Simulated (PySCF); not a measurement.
C5H10SSi.
Numbering: `[CH3:1]/[CH:2]=[CH:3]/[CH:4]=[CH:5]\[S:6][SiH3:7]` (hydrogens: H8, H9, H10 on C1; H11 on C2; H12 on C3; H13 on C4; H14 on C5; H15, H16, H17 on Si7)

The same species was optimised twice, with GFN2-xTB and with PBE0-D3(BJ)/def2-SVP (PySCF), and the same property calculations (PySCF, gas phase) were run on both structures.

```csv
coordinate,GFN2-xTB,PBE0-D3(BJ)/def2-SVP,change
C2=C3 (Å),1.334,1.345,+0.011
C4=C5 (Å),1.337,1.347,+0.010
C3–C4 (Å),1.438,1.447,+0.009
C5–S6 (Å),1.760,1.766,+0.006
S6–Si7 (Å),2.148,2.145,-0.003
C1–C2 (Å),1.489,1.489,0.000
C4–C5–S6 (°),124.3,123.4,-0.9
C3–C4–C5 (°),125.2,126.1,+0.9
C1–C2–C3 (°),124.7,125.2,+0.5
C2–C3–C4 (°),123.7,124.1,+0.4
C5–S6–Si7 (°),100.3,100.2,-0.1
C2–C3–C4–C5 (°),180,180,0
C4–C5–S6–Si7 (°),180,180,0
```

Rotational constants: A = 7336, B = 585.4, C = 547.4 MHz (GFN2-xTB) against A = 7269, B = 578.3, C = 540.9 MHz (PBE0-D3(BJ)/def2-SVP). Point groups within 0.08 Å: Cs and Cs.

On the GFN2-xTB structure: lowest singlet, TDDFT (eV) 4.90 [CAM-B3LYP/def2-SVPD]; lowest triplet, Tamm–Dancoff (eV) 2.91 [CAM-B3LYP/def2-SVPD]; isotropic polarisability (au) 122.5 [CAM-B3LYP/def2-SVPD]; HOMO (eV) -7.07 [CAM-B3LYP/def2-SVPD]; LUMO (eV) 0.28 [CAM-B3LYP/def2-SVPD]; dipole (D) 0.90 [CAM-B3LYP/def2-SVPD]; HOMO (eV) -5.90 [PBE0/pcSseg-1]; LUMO (eV) -0.72 [PBE0/pcSseg-1]; dipole (D) 0.95 [PBE0/pcSseg-1]; GIAO shielding of C1 (ppm) 164.2 [PBE0/pcSseg-1]; GIAO shielding of C2 (ppm) 47.7 [PBE0/pcSseg-1]; GIAO shielding of C3 (ppm) 53.4 [PBE0/pcSseg-1]; GIAO shielding of C4 (ppm) 51.1 [PBE0/pcSseg-1]; GIAO shielding of C5 (ppm) 59.8 [PBE0/pcSseg-1]; GIAO shielding of S6 (ppm) 635.4 [PBE0/pcSseg-1]; GIAO shielding of Si7 (ppm) 403.4 [PBE0/pcSseg-1].

Task: What do these properties become on the PBE0-D3(BJ)/def2-SVP structure?

Result: 
```tsv
property	level	on GFN2-xTB	on PBE0-D3(BJ)/def2-SVP	change
lowest singlet, TDDFT (eV)	CAM-B3LYP/def2-SVPD	4.90	4.87	-0.03
lowest triplet, Tamm–Dancoff (eV)	CAM-B3LYP/def2-SVPD	2.91	2.84	-0.07
isotropic polarisability (au)	CAM-B3LYP/def2-SVPD	122.5	125.4	+2.9
HOMO (eV)	CAM-B3LYP/def2-SVPD	-7.07	-7.15	-0.08
LUMO (eV)	CAM-B3LYP/def2-SVPD	0.28	0.16	-0.12
dipole (D)	CAM-B3LYP/def2-SVPD	0.90	0.89	-0.01
energy, GFN2-xTB geometry as zero (kcal/mol)	CAM-B3LYP/def2-SVPD	0.0	-1.7	-1.7
HOMO (eV)	PBE0/pcSseg-1	-5.90	-5.99	-0.09
LUMO (eV)	PBE0/pcSseg-1	-0.72	-0.85	-0.13
dipole (D)	PBE0/pcSseg-1	0.95	0.88	-0.07
energy, GFN2-xTB geometry as zero (kcal/mol)	PBE0/pcSseg-1	0.0	-1.6	-1.6
GIAO shielding of C1 (ppm)	PBE0/pcSseg-1	164.2	162.5	-1.7
GIAO shielding of C2 (ppm)	PBE0/pcSseg-1	47.7	45.0	-2.7
GIAO shielding of C3 (ppm)	PBE0/pcSseg-1	53.4	51.0	-2.4
GIAO shielding of C4 (ppm)	PBE0/pcSseg-1	51.1	47.6	-3.5
GIAO shielding of C5 (ppm)	PBE0/pcSseg-1	59.8	58.1	-1.7
GIAO shielding of S6 (ppm)	PBE0/pcSseg-1	635.4	627.2	-8.2
GIAO shielding of Si7 (ppm)	PBE0/pcSseg-1	403.4	401.0	-2.4
```

The heavy atoms differ by 0.016 Å rms after alignment. Among bonds between heavy atoms C2=C3 and C4=C5 change most and about equally (+0.010 to +0.011 Å). Changes are differences of the printed values. Neither structure is proved a minimum here.

Conformer computed: `[CH3:1]/[CH:2]=[CH:3]/[CH:4]=[CH:5]\[S:6][SiH3:7]`: C2–C3–C4–C5 180°, C4–C5–S6–Si7 180°.
